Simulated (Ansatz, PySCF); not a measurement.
Noncovalent pair: HF (SMILES F) (first 2 atoms) with Cl2 (SMILES ClCl); geometry from B3LYP-D3(BJ)/def2-TZVP, rigid monomers moved along the line of their centres of mass till H2···Cl4 is 2.66 Å.
(charge 0, multiplicity 1):
```xyz
4

F      0.4549     0.3837     0.1123
H      0.3388    -0.0612     0.9201
Cl    -0.4270     0.4198     4.3531
Cl    -0.0156    -1.2346     3.2822
```

Counterpoise-corrected where a basis set is named; no monomer relaxation. Rows marked so take none.

Rows in 6-311+G**, STO-3G carry no dispersion term and start afresh at each structure.

The values were computed with Ansatz (a quantum-chemistry and plane-wave program); PySCF for 6-311+G** rows, STO-3G rows, the dispersion terms. Each number belongs to the level named beside it.

Question: Predict the interaction energy from B3LYP/6-311+G** (no counterpoise).

Answer: -1.2 kcal/mol

Question: Estimate the interaction energy that HF/STO-3G (no counterpoise) returns for this input.

Answer: -0.2 kcal/mol

Question: Estimate the interaction energy that B3LYP-D4/def2-TZVPPD returns for this input.

Answer: -1.7 kcal/mol
